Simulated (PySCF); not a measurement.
**What settings do to a single point of [Yb(NH3)3]2+**

The sound run of [Yb(NH3)3]2+ (singlet in the valence; each metal's 4f electrons, 14 of them, lie in its core potential, out of spins and levels) uses PySCF 2.14.0, RKS PBE0, Yb lcecp-0-SVP with ECP60, N def2-SVP, H def2-SVP; non-relativistic Hamiltonian with scalar-relativistic core potentials where named; density fitting; no spin-orbit coupling, grid (50, 194), threshold 1e-8 Eh and 55 cycles, at the relaxed geometry:

```xyz
13

Yb    0.0000    0.0000    0.0000
N     2.5693    0.0001    0.0000
H     3.0028   -0.4657    0.8066
H     3.0028   -0.4657   -0.8066
H     3.0029    0.9313    0.0000
N    -1.2847    2.2250    0.0000
H    -1.0981    2.8333    0.8066
H    -1.0981    2.8333   -0.8066
H    -2.3080    2.1349    0.0000
N    -1.2846   -2.2251    0.0000
H    -1.9047   -2.3676    0.8066
H    -1.9047   -2.3676   -0.8066
H    -0.6949   -3.0662    0.0000
```

There Yb1 has a Mulliken charge of 1.24 e and the dipole about the centre of mass is 0.00 D. Each run below changes one thing and starts from free metal ions and neutral atoms unless it says otherwise; with 55 cycles, smearing, a level shift and second-order steps follow where DIIS fails, and their cycles count. Energy shifts count from the sound run. On f atoms grids over 110 angular points are at least (60, 302).

```tsv
change	outcome	cycles	energy shift (eV)	largest force component (eV/Å)	charge on Yb1 (e)	dipole about the centre of mass (D)
start from a density of up to 30 smeared cycles (not counted)	converged	5	0.0000	0.01	1.24	0.00
charge changed by +5, spin kept, limit 77 cycles	refused	–	–	–	–	–
all coordinates × 1.12	converged	7	2.82	3.65	1.28	0.00
```

How does the run with this change end: grid (15, 26)?

outcome converged, cycles 8, energy shift (eV) -0.60, largest force component (eV/Å) 2.96, charge on Yb1 (e) 1.23, dipole about the centre of mass (D) 0.07.

Unsound on purpose, so not properties of the compound: grid (15, 26).

Forces carry noise of the integration grid, about 0.01 to 0.03 eV/Å.

A frequency check found unstable modes (4, the lowest at -58 cm⁻¹), so the relaxed geometry is probably a saddle point. An lcecp potential fixes the number of 4f electrons, so in runs with it no electron can move into or out of that shell.
